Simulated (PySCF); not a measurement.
Fine-structure interval of Pr⁴⁰⁺ by level of theory

Pr⁴⁰⁺ [Ar] 3d1 [3d3/2^1, M_J = 3/2] → Pr⁴⁰⁺ [Ar] 3d1 [3d5/2^1, M_J = 5/2], as a difference of total energies. Calculation: PySCF 2.14, in an uncontracted even-tempered set (16 s from 8.5 bohr⁻², ratio 2.8; 12 p from 11 bohr⁻², ratio 2.8; 8 d from 11 bohr⁻², ratio 2.8; 3 f from 34 bohr⁻², ratio 3); the two-component X2C-1e Hamiltonian. Correlated levels: [Ne] frozen; the 74 highest virtual spinors dropped. "Screened" scales the spin-orbit matrix elements by Boettger's factors to mimic the two-electron term; Breit and QED terms are absent.

```csv
method,fine-structure interval (cm⁻¹)
GHF (screened spin-orbit),212010
GMP2 (screened spin-orbit),212160
GHF (bare spin-orbit),255530
```
